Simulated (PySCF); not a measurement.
The multiplicity is imposed and other spin states were not computed.

B3LYP has the VWN-RPA correlation part, as in Gaussian. 

## [Zn(NH3)4]2+ (charge 2, multiplicity 1)

These are B3LYP-D3(BJ)/def2-TZVP // PBE-D3(BJ)/def2-SVP (PySCF 2.14.0) values and carry that method's errors.

- HOMO = -18.17 eV
- HOMO–LUMO gap = 9.20 eV
- LUMO = -8.97 eV
- charge on the central atom (Mulliken) = 0.66 e
- charge on the central atom (meta-Löwdin) = 1.27 e
- total energy = -2005.3561 Ha
- cost = around 2.7 core-minutes (rough)

```xyz
17

Zn     0.0000     0.0000     0.0000
N      1.3971    -1.3729     0.6874
H      1.0924    -2.3591     0.6112
H      1.6488    -1.2554     1.6845
H      2.3020    -1.3413     0.1860
N     -1.7991    -0.2877     0.9949
H     -1.7213    -0.2517     2.0264
H     -2.2476    -1.1999     0.8002
H     -2.5254     0.4129     0.7648
N      0.6891     1.9255     0.3565
H      0.8106     2.1513     1.3593
H      0.0666     2.6699    -0.0035
H      1.6104     2.1293    -0.0688
N     -0.2871    -0.2649    -2.0388
H      0.5496    -0.0607    -2.6129
H     -1.0301     0.3328    -2.4414
H     -0.5560    -1.2281    -2.3055
```
Charge +2, spin multiplicity 1.
